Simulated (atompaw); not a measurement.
## Varying the PAW (atompaw) potential for aluminium

Base potential:

atompaw 4.2.0.5 input, output lines left out:

```
Al 13
GGA-PBE scalarrelativistic loggrid 1500 logderivrange -3 5 201
3 3 0 0 0 0
3 0 1.5
3 1 0
0 0 0
c
c
v
c
v
2
2.75 2.45 2.45 2.05
y
-0.9
n
y
1.1
n
y
0.05
n
custom polynom2 7 10 vanderbiltortho besselshape
3 0 troulliermartins
2.75
1.70
2.75
2.75
2.05
```

Cutoffs, loose and tight: the cutoffs (Ry, on a coarse ladder) from which the occupation-weighted sum of valence levels, in a spherical-Bessel basis at the reference potential, stays within 10 and 1 mRy of its value at 400 Ry. They see the waves, projectors and local potential, not the compensation charge or the core. A dash means not determined.

A true bound ghost makes a file unfit for plane-wave use even where its test errors are small: the radial tests pick states by their node count and pass the ghost by.

| change | outcome | cutoff, loose | cutoff, tight | bound ghosts |
| --- | --- | --- | --- | --- |
| base | generated | 8 Ry | 15 Ry | s |
| wave 3s (bound): rc 2.75 bohr becomes 3s (bound): rc 2.64 bohr | generated | 8 Ry | 10 Ry | s |
| reference 3s2 3p1 | failed: atompaw: The overlap operator has at least one negative eigenvalue! | – | – | – |
| core correction smooth core density matched at 1.96 bohr | generated | 8 Ry | 15 Ry | s |
| local potential bessel scheme, radius 2.45 bohr | generated | 8 Ry | 15 Ry | s |
| augmentation besselshape compensation charge, radius 2.45 bohr; PAW radius 2.75 bohr; waves and projectors: custom polynom vanderbiltortho | failed: atompaw: The overlap operator has at least one negative eigenvalue! | – | – | – |
| functional PBEsol; added wave 3d channel at 1.55 Ry: rc 2.75 bohr | generated | 8 Ry | 10 Ry | s |
